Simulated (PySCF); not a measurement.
**Working out the ionisation energy of Ge**

Ge [Ar] 3d10 4s2 4p2 (3P) → Ge⁺ [Ar] 3d10 4s2 4p1 (2P). Computed with PySCF 2.14 in x2c-SVPall, with scalar relativity by spin-free X2C-1e. Frozen: [Ar] 3d10. Energies in hartree (1 hartree = 27.21139 eV):

| part | Ge (lower) | Ge⁺ (upper) |
| --- | --- | --- |
| UHF | -2096.685690 | -2096.413261 |
| CCSD correlation | -0.056373 | -0.046882 |
| (T) | -0.000809 | -0.000486 |

Task: What does Hartree-Fock give?

Result: (-2096.413261) − (-2096.685690) = 0.272429 hartree = 7.413 eV.

Task: What do CCSD and CCSD(T) give?

Result: The CCSD correlation energies differ by 0.009491 hartree = 0.258 eV and the triples by 0.000323 hartree = 0.009 eV, so CCSD gives 7.671 eV and CCSD(T) 7.680 eV.

Measured between the centres of the two terms (NIST): 7.925 eV, so CCSD(T) (valence) is off by -0.245 eV.

A double-zeta basis recovers only part of the correlation energy.

What remains against the reference includes basis incompleteness, the frozen core and higher excitations.
